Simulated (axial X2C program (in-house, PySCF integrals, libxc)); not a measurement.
## Outer orbitals of TiH at 1.754 Å, PBE0

All values were computed with an in-house all-electron X2C program for linear molecules (integrals from PySCF). Spin-free means the one-electron spin-free X2C Hamiltonian; two-component (2c) means X2C with spin–orbit coupling and atomic mean-field two-electron Coulomb and Gaunt terms, so the difference of the two also holds small scalar two-electron terms. Basis: Ti dyall-cv3z [10s10p6d4f2g], H dyall-v3z [6s2p1d] (cores contracted in-house); Gaussian nuclei, density fitting, unrestricted open shells. Masses: Ti 47.948 u, H 1.008 u.

The distance is close to the 2c PBE0 minimum; the highest filled and lowest empty levels are listed.

Spin-free orbitals, state M_S = 3/2, Λ = 3 (beyond evenly filled blocks: σα, π+α, δ+α) (Löwdin shares):

| symmetry | occupied | ε (eV) | atomic character |
| --- | --- | --- | --- |
| σα | yes | -7.39 | 54% H s, 22% Ti s, 18% Ti d |
| σβ | yes | -7.09 | 58% H s, 18% Ti s, 14% Ti d |
| δ+α | yes | -5.26 | 100% Ti d |
| π+α | yes | -5.10 | 97% Ti d |
| σα | yes | -4.76 | 54% Ti s, 30% Ti d, 13% Ti p |
| σβ | no | -1.59 | 62% Ti s, 25% Ti p, 9% Ti d |
| π-α | no | -1.57 | 84% Ti d, 14% Ti p |
| σα | no | -1.47 | 51% Ti p, 40% Ti d, 6% H s |
| δ-α | no | -1.42 | 100% Ti d |

Spinors with spin–orbit coupling (state Ω = 3/2):

```tsv
ω	occupied	ε (eV)	atomic character	λ mixture
-1/2	yes	-7.39	54% H s, 22% Ti s, 18% Ti d	100% σ
1/2	yes	-7.09	58% H s, 18% Ti s, 14% Ti d	100% σ
3/2	yes	-5.27	100% Ti d	100% δ
1/2	yes	-5.10	97% Ti d	100% π
-1/2	yes	-4.76	54% Ti s, 30% Ti d, 13% Ti p	100% σ
1/2	no	-1.59	62% Ti s, 25% Ti p, 9% Ti d	100% σ
-3/2	no	-1.56	85% Ti d, 14% Ti p	100% π
-1/2	no	-1.47	51% Ti p, 40% Ti d, 6% H s	100% σ
-5/2	no	-1.41	100% Ti d	100% δ
```

Mulliken charges and populations of the two-component result (they depend on the basis, above all on diffuse functions):

Ti 0.28 e (s 7.00 p 12.18 d 2.54), H -0.28 e (s 1.26 p 0.01). ⟨Lz⟩ = 3.00 ħ and ⟨Sz⟩ = -1.50 ħ (-1.53 and 0.03 on the two atoms), which add up to Ω.

Occupations by symmetry block were frozen at the best pattern of an incomplete PBE0 search. Density functionals use the spin component along the axis (collinear). Other states lie close and PBE0, whose exact exchange favours high spin, may order them wrongly; the determinant shown need not be the ground state. The nearest other spin-free determinant of the search, M_S = 3/2, Λ = 0, lies 0.12 eV up at the distance of the search. Without a current term, density functionals place determinants with orbital angular momentum somewhat too high. With several unpaired electrons one determinant need not be a pure state.
